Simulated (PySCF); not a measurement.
Simulation results for C₂H₆OSi, CH₄AlBCl

Calculation on a computer-drawn molecule: optimised geometry and harmonic frequencies of an isolated molecule of the commonest isotopes, restricted reference for singlets and unrestricted otherwise, frozen core in MP2. Program: PySCF 2.14.0.

Common to all runs: charge 0; method HF; basis cc-pV(D+d)Z.

```json
{"entry": 1, "formula": "C2H6OSi", "start_structure": {"atoms_angstrom": [["C", -1.4826, 0.6581, -0.2915], ["C", -0.026, 0.9356, -0.4952], ["Si", 0.9824, -0.7058, -0.889], ["O", 2.4462, 0.0321, -1.074], ["H", -1.9861, 1.5933, -0.0252], ["H", -1.5699, 0.0199, 0.6199], ["H", -1.8884, 0.2035, -1.0952], ["H", 0.1135, 1.6393, -1.2956], ["H", 0.4362, 1.4089, 0.3727], ["H", 3.2671, -0.4562, -1.1949]]}, "given": {"multiplicity": 1, "drawn_bonds_atom": [1, 2, 3, 1, 1, 1, 2, 2, 4], "drawn_bonds_other_atom": [2, 3, 4, 5, 6, 7, 8, 9, 10], "drawn_bonds_order": [1, 1, 1, 1, 1, 1, 1, 1, 1]}, "results": {"optimised_atom_element": ["C", "C", "Si", "O", "H", "H", "H", "H", "H", "H"], "optimised_atom_x [angstrom]": [-1.487, 0.008376, 1.032, 2.501, -2.011, -1.655, -1.971, 0.1635, 0.4764, 3.234], "optimised_atom_y [angstrom]": [0.6701, 0.8986, -0.6615, 0.09164, 1.606, 0.006453, 0.2092, 1.59, 1.39, -0.4722], "optimised_atom_z [angstrom]": [-0.2415, -0.4895, -0.8607, -1.045, -0.03482, 0.6116, -1.107, -1.329, 0.3742, -1.246], "modes_frequency [cm^-1]": [49.12, 200.7, 208.3, 355.9, 519.9, 634.1, 660.7, 876.7, 929.4, 972.9, 1027, 1106, 1340, 1351, 1514, 1533, 1594, 1604, 3136, 3166, 3174, 3230, 3237, 4160], "modes_reduced_mass [dalton]": [2.456, 3.568, 1.158, 4.435, 1.097, 1.22, 3.616, 9.781, 1.195, 1.07, 1.354, 2.438, 1.293, 1.586, 1.134, 1.173, 1.045, 1.038, 1.06, 1.038, 1.099, 1.102, 1.103, 1.067], "rotational_constants [GHz]": [18.75, 3.057, 2.715], "total_energy [hartree]": -443.0378, "convergence_status_largest_gradient_component [hartree/bohr]": 1.584e-05}}
{"entry": 2, "formula": "CH4AlBCl", "start_structure": {"atoms_angstrom": [["B", -0.2348, 1.5052, -0.1914], ["C", 0.5784, 2.6425, 0.4099], ["Al", 1.8235, 1.3319, -0.7909], ["Cl", 2.249, 1.2078, -2.737], ["H", -1.1463, 1.4904, -0.8415], ["H", 1.2066, 2.5022, 1.1789], ["H", 0.1806, 3.6367, 0.3617], ["H", 2.9147, 0.8853, 0.1429]]}, "given": {"multiplicity": 2, "drawn_bonds_atom": [1, 2, 3, 1, 2, 2, 3], "drawn_bonds_other_atom": [2, 3, 4, 5, 6, 7, 8], "drawn_bonds_order": [1, 1, 1, 1, 1, 1, 1]}, "results": {"optimised_atom_element": ["B", "C", "Al", "Cl", "H", "H", "H", "H"], "optimised_atom_x [angstrom]": [-0.6628, 0.6112, 2.107, 2.212, -1.472, 0.9578, 0.5455, 3.273], "optimised_atom_y [angstrom]": [1.557, 2.397, 1.481, 1.52, 1.598, 2.499, 3.379, 0.7705], "optimised_atom_z [angstrom]": [0.1259, 0.2744, -0.6199, -2.732, -0.7571, 1.308, -0.2138, 0.147], "modes_frequency [cm^-1]": [34.62, 148.5, 205.4, 325.2, 472.5, 505.3, 618.0, 684.7, 740.0, 881.0, 965.2, 1091, 1135, 1506, 2047, 2722, 3139, 3214], "modes_reduced_mass [dalton]": [3.13, 2.971, 3.936, 1.373, 1.463, 5.318, 3.149, 1.19, 1.116, 1.214, 1.273, 2.256, 1.788, 1.149, 1.043, 1.095, 1.058, 1.101], "rotational_constants [GHz]": [9.496, 2.331, 2.015], "total_energy [hartree]": -766.3222, "spin_squared": 0.7541, "convergence_status_largest_gradient_component [hartree/bohr]": 1.672e-05}}
```
